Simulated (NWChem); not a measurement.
**silicon monosulfide (SSi) in NWChem**

```xyz
2

Si     0.0000     0.0000     1.0345
S      0.0000     0.0000    -0.9052
```
Charge 0, spin multiplicity 1.

Everything below was run with NWChem. The geometry was optimised at PBE0/def2-SVP, a minimum by its harmonic frequencies.

Symmetry labels belong to the abelian group C2v used in the runs, with the axes of the coordinates shown; states degenerate in a higher group split over its labels.

The correlated methods keep 10 core orbitals frozen.

Q: List the 4 singlet excitations that EOM-CCSD/aug-cc-pVDZ, 10 core orbitals frozen gives, with oscillator strengths.

A: 
| state | symmetry | energy (eV) | wavelength (nm) | f |
|---|---|---|---|---|
| 1 | a2 | 4.39 | 282 | 0.000 |
| 2 | a1 | 4.41 | 281 | 0.000 |
| 3 | b2 | 4.65 | 267 | 0.022 |
| 4 | b1 | 4.65 | 267 | 0.022 |
These are the lowest roots of each symmetry, so higher states are missing between them.
